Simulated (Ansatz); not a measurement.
# A geometry optimisation of FH8Si4+ with B3LYP/6-31G*

The starting geometry of this gas-phase singlet was optimised with GFN2-xTB; its bonds are those of `F[SiH2][SiH2][SiH+][SiH3]`.

```xyz
13

F    -2.0575    1.4007    1.1500
Si   -0.9714    1.0563    2.3107
Si    0.7794    0.3678    0.8959
Si   -0.2103    0.2637   -1.2577
Si   -0.7940    1.5519   -3.1642
H    -1.5945    0.0138    3.1059
H    -0.7506    2.3147    2.9985
H     1.8982    1.3176    0.7536
H     1.3823   -0.9490    1.1662
H    -0.8216   -1.0720   -1.3979
H    -1.1482    0.6615   -4.2755
H    -1.9258    2.3832   -2.7462
H     0.3827    2.3647   -3.4904
```

Question: Predict what it relaxes into with B3LYP/6-31G*.

Answer: A new bond forms, giving a structure with F1 bridging Si2 and Si4, given below by its coordinates. Distances that change by over a tenth: F1–Si2 (1.63 → 1.81 Å). Contacts that close: F1–Si4 (3.24 → 1.87 Å).

The energy falls by 0.91 eV over 29 steps:

| step | E − E(last) (eV) |
| --- | --- |
| 1 | 0.907 |
| 4 | 0.590 |
| 7 | 0.197 |
| 10 | 0.031 |
| 13 | 0.022 |
| 17 | 0.010 |
| 20 | 0.003 |
| 23 | 0.001 |
| 26 | 0.000 |
| 29 | 0.000 |

Final geometry (Å):

```xyz
13

F    -1.7363    1.0480    0.4762
Si   -0.7107    1.1310    1.9662
Si    1.0220    0.1532    0.7045
Si   -0.7375    0.2281   -0.8817
Si   -0.8815    1.6690   -2.7532
H    -1.4834    0.3276    2.9330
H    -0.7024    2.5769    2.2614
H     2.1517    1.0676    0.4327
H     1.4095   -1.2048    1.1415
H    -1.4796   -1.0524   -0.9708
H    -0.1080    0.9697   -3.8058
H    -2.3158    1.8063   -3.0913
H    -0.2593    2.9548   -2.3640
```

Frequencies at the end are all real (lowest 61 cm⁻¹). Run with Ansatz 0.2.0, 89 s on 2 threads of Arm Neoverse V2, on a shared host.
